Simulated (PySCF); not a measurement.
**Correlation energy of Rb²³⁺ (rubidium, charge +23)**

[Ne] 3s2 3p2, high-spin 3P determinant. Computed with PySCF 2.14 in an uncontracted even-tempered set (18 s from 2.5 bohr⁻², ratio 2.5; 12 p from 3.2 bohr⁻², ratio 2.5; 5 d from 14 bohr⁻², ratio 2.7; 4 f from 22 bohr⁻², ratio 2.7), with the spin-free X2C one-electron Hamiltonian (Gaussian nucleus). Frozen: 1s2; 12 electrons correlated; the 22 highest virtual orbitals of each spin left out.

| level | correlation energy (mhartree) |
| --- | --- |
| CCSD | -495.35 |
| (T) | -1.83 |
| CCSD(T) | -497.18 |

Diagnostics: T1 = 0.0013, D1 = 0.0058, largest double amplitude 0.073.

Spin-orbit coupling is strong in this species (close to jj coupling), so the high-spin LS determinant is a model state, not a physical level.

Cost of the coupled-cluster step: roughly 60 core-seconds, for 12 correlated electrons.

At this charge the one-electron X2C treatment keeps the bare 1/r₁₂, with no two-electron picture change or Breit term. The effect here is smaller than on the frozen 1s shell; and a scalar Hamiltonian misses the large spin-orbit splitting of the p shells, which matters for ns² → np² pairs.

Spin-orbit coupling is strong in this species, so the high-spin LS determinant is a model state.
